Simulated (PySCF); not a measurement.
BrOY. Atoms are numbered in the order given.

```xyz
3

Y      0.3293     1.0185     0.0000
O     -1.1447     2.0759     0.0000
Br    -0.1053    -1.6094     0.0000
```
Charge 0, spin multiplicity 1.

Geometry: PBE-D3(BJ)/def2-TZVP. The def2 effective core potentials stand for the cores of Y; spin–orbit coupling is left out.

Level of theory: M06-2X/def2-TZVPD run with PySCF.

Mulliken values depend strongly on the basis, most of all with diffuse functions as here. ESP charges are fitted to the potential on shells at 1.4 to 2.0 van der Waals radii. Atomic charges (e):

```
atom  ESP fit  Mulliken
----  -------  --------
Y1        [?]      1.31
O2        [?]     -0.79
Br3       [?]     -0.52
```

### Question
Fill in the missing entries. (An estimate is asked for; the answer gives what the named calculation found.)

### Answer

- Y1, ESP fit: 1.46
- O2, ESP fit: -0.88
- Br3, ESP fit: -0.58
